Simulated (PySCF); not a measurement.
Compound: C7H7O2 (charge -1).
Atom-mapped SMILES: `[O:1]=[C:2]([O-:3])[C:4]1=[CH:5][C@@H:6]2[CH2:7][C@@H:8]2[CH2:9]1` (hydrogens: H10 on C5; H11 on C6; H12, H13 on C7; H14 on C8; H15, H16 on C9)

Structure used (GFN2-xTB), in Å, numbered top down from 1:
```xyz
16
C7H7O2 angstrom
O      3.0283   -0.7401    1.2393
C      2.4943   -0.6259    0.1250
O      2.9627   -0.8772   -0.9977
C      1.0407   -0.0965    0.1326
C      0.3098    0.2347    1.1955
C     -1.0640    0.6528    0.8177
C     -1.8809   -0.4195    0.1419
C     -1.1063    0.5612   -0.6864
C      0.2691    0.1176   -1.1476
H      0.6456    0.1930    2.2168
H     -1.5765    1.4220    1.3843
H     -1.5218   -1.4371    0.1953
H     -2.9602   -0.3273    0.1593
H     -1.6534    1.2740   -1.2922
H      0.2457   -0.8019   -1.7360
H      0.7595    0.8792   -1.7594
```

The closed-shell SCF was solved with PySCF and density fitting under several settings on one GFN2-xTB geometry (grid level 2 and gas phase unless stated).

| settings | basis functions | SCF cycles | E (Eh) | HOMO (eV) | LUMO (eV) |
| --- | --- | --- | --- | --- | --- |
| PBE0/pcSseg-1 | 188 | 15 | -420.8962 | -1.19 | 4.18 |
| OLYP/ANO-RCC-VDZP, fitting basis def2-qzvpp-jkfit, energy threshold 1e-11 Eh | 161 | 19 | -421.3979 | 0.54 | 2.44 |
| PBE0/pcSseg-0, fitting basis def2-qzvpp-jkfit | 95 | 11 | -419.9508 | -0.75 | 4.42 |
| B3LYP/cc-pVDZ | 161 | 16 | -421.4228 | -0.38 | 4.38 |

Estimate the rows for these settings: (1) CAM-B3LYP/MINI; (2) revPBE/3-21G, start guess huckel; (3) KT2/6-31G, grid level 1.

```json
{"settings": "CAM-B3LYP/MINI", "basis functions": "52", "SCF cycles": "15", "E (Eh)": "-417.9121", "HOMO (eV)": "-1.46", "LUMO (eV)": "4.70"}
{"settings": "revPBE/3-21G, start guess huckel", "basis functions": "95", "SCF cycles": "21", "E (Eh)": "-418.9325", "HOMO (eV)": "1.78", "LUMO (eV)": "4.19"}
{"settings": "KT2/6-31G, grid level 1", "basis functions": "95", "SCF cycles": "15", "E (Eh)": "-428.3038", "HOMO (eV)": "0.78", "LUMO (eV)": "3.78"}
```

Over all rows, what range does the HOMO–LUMO gap span?

From 1.90 eV (OLYP/ANO-RCC-VDZP, fitting basis def2-qzvpp-jkfit, energy threshold 1e-11 Eh) to 6.16 eV (CAM-B3LYP/MINI). The functional of the narrowest has no exact exchange, that of the widest range-separated exact exchange.

Compare two rows with the functional PBE0: PBE0/pcSseg-0, fitting basis def2-qzvpp-jkfit and PBE0/pcSseg-1. Which energy is lower, and by how much?

PBE0/pcSseg-1 (188 functions) lies 0.9454 Eh or 593 kcal/mol below PBE0/pcSseg-0, fitting basis def2-qzvpp-jkfit (95 functions).

Cycle counts include a coarse-grid stage where the run had one. KT2 was designed for NMR shieldings or shifts; total energies of different functionals aren't comparable. ANO-RCC sets were contracted for a scalar-relativistic Hamiltonian, but ran non-relativistically here. The HOMO energy is positive at KT2/6-31G, OLYP/ANO-RCC-VDZP and revPBE/3-21G; such an orbital is held in place by the finite basis.

One conformer stands for the species.
